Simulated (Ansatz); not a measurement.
Steps of a relaxation of `[Na][Br]` with RKS PBE-D4/def2-SVP.

```sh
$ ansatz run in.yaml --threads 2 --pin off --events-out ev --progress --plain --max-ram 20480MiB --backend cpu
```

```yaml
crystal:
  periodic: [false, false, false]
  atoms:
    - {symbol: Na, position_ang: [1.133900, -0.428000, 0.565600]}
    - {symbol: Br, position_ang: [-1.104500, 0.367800, -0.561600]}
basis:
  gaussian: {orbitals: def2-SVP}
hamiltonian: {xc: pbe, dispersion: d4}
relax: {f_tol: 0.03, max_steps: 200}
```

Positions (Å) and forces (eV/Å) along the path, 4 of 4 steps:

```xyz
2
step=1 energy=-74440.5992 eV
Na    1.134   -0.428    0.566   -0.480    0.170   -0.241
Br   -1.105    0.368   -0.562    0.480   -0.170    0.241
2
step=2 energy=-74440.6316 eV
Na    1.099   -0.416    0.548   -0.174    0.062   -0.088
Br   -1.069    0.355   -0.544    0.174   -0.062    0.088
2
step=3 energy=-74440.6353 eV
Na    1.086   -0.411    0.542   -0.040    0.014   -0.020
Br   -1.057    0.351   -0.538    0.040   -0.014    0.020
2
step=4 energy=-74440.6355 eV
Na    1.083   -0.410    0.540    0.003   -0.001    0.001
Br   -1.053    0.350   -0.536   -0.003    0.001   -0.001
```

It took 2.2 s on 2 threads of an AMD EPYC 7R13 on a shared host, with 0.13 GiB of host memory at the peak.
